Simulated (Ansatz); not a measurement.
Results of the Gaussian-basis code of Ansatz.

Basis-set series for CH$_{4}$BOSb. The species carries charge 0 and has multiplicity 1. Sb: def2 effective core potential. The bonds changed during the relaxation, so this is another structure than the one it started from. Geometry: relaxed with PBE0-D4/def2-TZVP. It is one conformer, not always the lowest.

Cartesian coordinates in Å:
```
O -0.7497 1.1781 1.0856
C -0.2273 0.1049 0.4920
B 1.1658 0.0830 -0.0365
Sb 0.8392 -0.7600 -1.9514
H -1.6902 1.0544 1.2545
H -0.9088 -0.7406 0.3998
H 2.0346 0.8505 0.2339
H -0.4636 -1.7702 -1.4779
```

```
functional       basis  functions  energy (Eh)  HOMO (eV)  LUMO (eV)
   PBE0-D4  def2-TZVPP        199   -380.68213      -6.25      -2.62
   PBE0-D4  def2-QZVPP        373   -380.69180      -6.27      -2.64
   ωB97M-V  def2-TZVPP        199   -380.73257      -8.10      -0.86
   ωB97M-V  def2-QZVPP        373   -380.74209      -8.11      -0.90
```

Problem. Give the rows for def2-SVP. (Best estimate.)

Solution. The calculation gave: 
| functional | basis | functions | energy (Eh) | HOMO (eV) | LUMO (eV) |
| --- | --- | --- | --- | --- | --- |
| PBE0-D4 | def2-SVP | 88 | -380.51074 | -6.17 | -2.52 |
| ωB97M-V | def2-SVP | 88 | -380.55373 | -7.98 | -0.69 |
